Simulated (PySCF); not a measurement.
Compound: SbF3.
Bonds: Sb1–F2, Sb1–F3, Sb1–F4.

A GFN2-xTB structure was refined with PBE0-D3(BJ)/def2-SVP geometry optimisation, gas phase, def2 core potentials past Kr in PySCF 2.14.0. Its GFN2-xTB values:

```
coordinate  GFN2-xTB
    Sb1–F2   1.899 Å
    Sb1–F3   2.071 Å
 F2–Sb1–F3     87.8°
```

**Question.** How do these coordinates change at the PBE0-D3(BJ)/def2-SVP level?

**Answer.** 
```csv
coordinate,PBE0-D3(BJ)/def2-SVP (Å or °),change
Sb1–F3,1.918,-0.153
Sb1–F2,1.918,+0.019
F2–Sb1–F3,95.1,+7.3
```

The energy falls by 10.5 kcal/mol over 5 energy and gradient evaluations, the largest force component goes from 0.0498 to 2.0e-04 Eh/bohr, and the atoms move by 0.124 Å rms after alignment. The bond that changes most is Sb1–F3 (ends: antimony bonded to 3 F; fluorine bonded to Sb), which shortens by 0.153 Å. Bonds longer at the end by more than 0.005 Å: 2 of 3; shorter: 1. Rotational constants go from 4298, 3944, 3650 to 4395, 4383, 3321 MHz.

The run used 68 basis functions and 33 SCF cycles in all. The run took 8.6 s wall on one thread, Arm Neoverse V1 (aarch64) (shared host), and the process peaked at 0.28 GiB of memory.

Whether it is a minimum is left open (no frequencies).
